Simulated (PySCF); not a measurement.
H₅N₂O₂Ta, multiplicity 1. Atoms are numbered in the order given.

```xyz
10

Ta    -0.0351     0.0149     0.0000
O     -1.7443    -0.2036     0.0000
O      0.5282     1.8512     0.0000
H      0.0973     2.7087     0.0000
N      0.6331    -0.8790    -1.6459
H      0.0612    -1.4229    -2.2857
H      1.6036    -0.9115    -1.9477
N      0.6331    -0.8790     1.6459
H      0.0612    -1.4229     2.2857
H      1.6036    -0.9115     1.9477
```

The structure is a stationary point at PBE0-D3(BJ)/def2-SVP. The spin state was assumed, not searched. The structure was generated by enumeration; whether it is a known compound was not checked. The def2 effective core potentials stand for the cores of Ta; spin–orbit coupling is left out. The values are those of a single conformer.

The numbers are results of PBE0-D3(BJ)/def2-SVP (PySCF 2.14.0), not measurements.

Frequencies are harmonic and unscaled.

**Question.** Estimate the vibrational spectrum. (Estimate from the structure and the level; the computed values follow.)

**Answer.** 
```tsv
mode	ν (cm⁻¹)	IR (km/mol)	moving atoms (share of kinetic energy)
1	171	7.6	O 38 %, N 25 %, H 24 %, Ta 13 %
2	172	1.4	H 41 %, O 38 %, N 12 %, Ta 10 %
3	178	2.9	H 38 %, O 37 %, N 24 %
4	184	0.4	N 47 %, H 25 %, O 16 %, Ta 12 %
5	197	8.0	O 40 %, N 36 %, H 23 %
6	288	26.7	H 73 %, O 20 %
7	324	90.8	H 67 %, O 29 %
8	364	3.8	H 89 %, O 10 %
9	453	139.5	H 80 %, N 20 %
10	463	216.0	H 74 %, O 24 %
11	492	215.7	H 75 %, N 23 %
12	569	0.3	H 77 %, N 21 %
13	588	16.4	H 76 %, N 19 %
14	669	161.2	N 71 %, H 15 %, Ta 13 %
15	682	67.3	N 77 %, H 14 %
16	710	102.4	O 75 %, H 13 %, Ta 9 %
17	1007	157.2	O 91 %, Ta 9 %
18	1514	46.9	H 89 %, N 11 %
19	1517	28.1	H 90 %, N 10 %
20	3585	100.3	H 96 %
21	3588	44.1	H 96 %
22	3683	10.1	H 92 %, N 8 %
23	3683	69.4	H 92 %, N 8 %
24	3970	228.6	H 94 %
```
